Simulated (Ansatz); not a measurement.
Reaction (formal exchange of groups at a B–N bond): `CB(N)O` + `BCC1CO1` → `BCB(C)O` + `NC1CO1`

Gas-phase electronic energies from Ansatz, PBE0-D4/def2-TZVP geometries. CCSD(T)/CBS is the MP2 limit (def2-TZVPP, def2-QZVPP) plus CCSD(T) − MP2 in def2-TZVPP, frozen cores. This one scheme is used for every species. Functionals use def2-TZVPP. B3LYP here is the variant with VWN-RPA as its local correlation; programs differ in this. Each species was taken in one conformer, which may not be the lowest.

```json
{"level": "PBE-D4", "ΔE (kJ/mol)": "87.4", "difference from CCSD(T)/CBS": "-12.0"}
{"level": "r2SCAN-D4", "ΔE (kJ/mol)": "92.8", "difference from CCSD(T)/CBS": "-6.6"}
{"level": "PBE0-D4", "ΔE (kJ/mol)": "93.5", "difference from CCSD(T)/CBS": "-5.9"}
{"level": "B3LYP-D4", "ΔE (kJ/mol)": "97.5", "difference from CCSD(T)/CBS": "-1.9"}
{"level": "B2PLYP", "ΔE (kJ/mol)": "99.5", "difference from CCSD(T)/CBS": "0.1"}
{"level": "PBE", "ΔE (kJ/mol)": "88.3", "difference from CCSD(T)/CBS": "-11.1"}
{"level": "r2SCAN", "ΔE (kJ/mol)": "93.0", "difference from CCSD(T)/CBS": "-6.4"}
{"level": "PBE0", "ΔE (kJ/mol)": "94.3", "difference from CCSD(T)/CBS": "-5.1"}
{"level": "B3LYP", "ΔE (kJ/mol)": "99.0", "difference from CCSD(T)/CBS": "-0.4"}
{"level": "HF/def2-TZVPP", "ΔE (kJ/mol)": "111.0", "difference from CCSD(T)/CBS": "11.6"}
{"level": "MP2/def2-TZVPP", "ΔE (kJ/mol)": "99.6", "difference from CCSD(T)/CBS": "0.2"}
{"level": "CCSD(T)/def2-TZVPP", "ΔE (kJ/mol)": "97.6", "difference from CCSD(T)/CBS": "-1.8"}
{"level": "SCS-MP2/def2-QZVPP", "ΔE (kJ/mol)": "102.4", "difference from CCSD(T)/CBS": "3.0"}
{"level": "HF/CBS(def2)", "ΔE (kJ/mol)": "111.3", "difference from CCSD(T)/CBS": "11.9"}
{"level": "MP2/CBS(def2)", "ΔE (kJ/mol)": "101.3", "difference from CCSD(T)/CBS": "1.9"}
{"level": "CCSD/CBS(def2)", "ΔE (kJ/mol)": "102.4", "difference from CCSD(T)/CBS": "3.0"}
{"level": "CCSD(T)/CBS", "ΔE (kJ/mol)": "99.4", "difference from CCSD(T)/CBS": "0"}
```

Largest T1 diagnostic among the species: 0.012.

From PBE to PBE0 (25 % exact exchange), in def2-TZVPP and without D4, ΔE moves by +6.0 kJ/mol. In def2-TZVPP, CCSD(T) changes the Hartree–Fock value by −13.3 kJ/mol (the triples alone add −3.0 kJ/mol) and MP2 by −11.4 kJ/mol.
